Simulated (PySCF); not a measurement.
CaCl: energy against distance

Set-up: PySCF, spin-free X2C with a Gaussian nucleus, basis sets Ca x2c-SVPall, Cl x2c-SVPall. Energies in eV from Ca + Cl in their ground configurations at the same level. State: ²Σ⁺ (doublet), unpaired electrons σ ↑.

```
R (Å)    PBE0    MN15
2.087  -3.451  -3.224
2.184  -3.964  -3.718
2.281  -4.242  -3.982
2.354  -4.338  -4.071
2.427  -4.364  -4.090
2.500  -4.335  -4.057
2.597  -4.236  -3.954
2.718  -4.047  -3.762
2.864  -3.764  -3.479
3.058  -3.347  -3.061
```

Q: Put a parabola through the three lowest points of the PBE0 curve and estimate Re, k and ωe (reduced mass 18.65 u; 1 eV/Å² = 0.16022 mdyn/Å; ωe = 1302.8·√(k/μ) cm⁻¹).

A: Through R = 2.354, 2.427, 2.5 Å the second-order coefficient is 5.16 eV/Å², so Re ≈ 2.425 Å, k ≈ 1.65 mdyn/Å and ωe ≈ 388 cm⁻¹. A polynomial fit of higher order to the unrounded PBE0 energies gives Re = 2.421 Å, k = 1.66 mdyn/Å, ωe = 388 cm⁻¹; anharmonicity and rounding make the difference.

The higher-order fit for each curve: PBE0: Re = 2.421 Å, ωe = 388 cm⁻¹, De = 4.36 eV; MN15: Re = 2.414 Å, ωe = 388 cm⁻¹, De = 4.09 eV.

The state is the lowest determinant that a PBE0 search found; another state may lie lower at other levels.
